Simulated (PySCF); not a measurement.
C3H12SSi2.
Atom-mapped SMILES: `[SiH3:1][CH:2]([SiH3:3])[CH2:4][CH2:5][SH:6]` (hydrogens: H7, H8, H9 on Si1; H10 on C2; H11, H12, H13 on Si3; H14, H15 on C4; H16, H17 on C5; H18 on S6)

Structure used (GFN2-xTB), in Å, numbered top down from 1:
```xyz
18
C3H12SSi2 angstrom
Si    -0.581    1.981   -0.414
C     -0.644    0.106   -0.062
Si    -2.233   -0.710   -0.737
C      0.587   -0.639   -0.583
C      1.866   -0.201    0.111
S      3.331   -1.109   -0.495
H     -1.899    2.565   -0.172
H      0.382    2.646    0.470
H     -0.186    2.191   -1.807
H     -0.666   -0.018    1.027
H     -2.234   -2.126   -0.353
H     -3.401   -0.051   -0.155
H     -2.261   -0.610   -2.196
H      0.462   -1.717   -0.427
H      0.693   -0.478   -1.658
H      2.087    0.845   -0.095
H      1.804   -0.345    1.190
H      2.885   -2.325   -0.184
```

Level of theory: TDDFT PBE0/def2-SVPD, vertical, gas phase, core orbitals frozen in the response (PySCF 2.14.0, density-fitted response routines).

Ground-to-excited transition dipoles (e·a0, same axes as the geometry; the sign carries no meaning), for the states with f of 0.002 or more among the lowest 7:

| state | E (eV) | μx | μy | μz |
| --- | --- | --- | --- | --- |
| S1 | 5.470 | 0.075 | -0.018 | 0.157 |
| S2 | 6.144 | 0.291 | 0.042 | 0.391 |
| S3 | 6.472 | 0.077 | -0.098 | 0.062 |
| S4 | 6.755 | -0.143 | -0.058 | 0.021 |
| S5 | 6.848 | 0.117 | -0.031 | 0.208 |
| S6 | 7.063 | 0.102 | -0.160 | -0.023 |
| S7 | 7.190 | 0.369 | -0.105 | -0.155 |

(1) Work out the oscillator strengths.

(2) Which bond between heavy atoms lies closest to the direction of the S2 transition dipole?

(3) What angle do the transition dipoles of S2 and S7 make?

(4) What peak molar absorption coefficient would the strongest computed level give as a lone Gaussian band 0.3 eV wide at half height?

Answers

(1) f = (2/3) ΔE |μ|² with ΔE in hartree (27.2114 eV).

```
state  |μ|² (au)  |μ| (D)      f
   S1      0.031     0.44  0.004
   S2      0.239     1.24  0.036
   S3      0.019     0.35  0.003
   S4      0.024     0.40  0.004
   S5      0.058     0.61  0.010
   S6      0.037     0.49  0.006
   S7      0.171     1.05  0.030
```

(2) C4–C5, at 27° from it; next C2–Si3 at 35°.

(3) |cos θ| = |μa·μb| / (|μa| |μb|) = 0.21, so θ ≈ 78° (taken between 0 and 90°, since the signs are arbitrary).

(4) ε(max) = 2.175×10⁸ f / FWHM, with the width in cm⁻¹. S2: 2.175×10⁸ × 0.0360 / 2420 ≈ 3200 L mol⁻¹ cm⁻¹.

Hardware: one thread, Intel Xeon at 2.50 GHz (x86_64), on a shared host. Cost: 1.7 min wall, 1.0 GiB resident at most.

One conformer stands for the species.
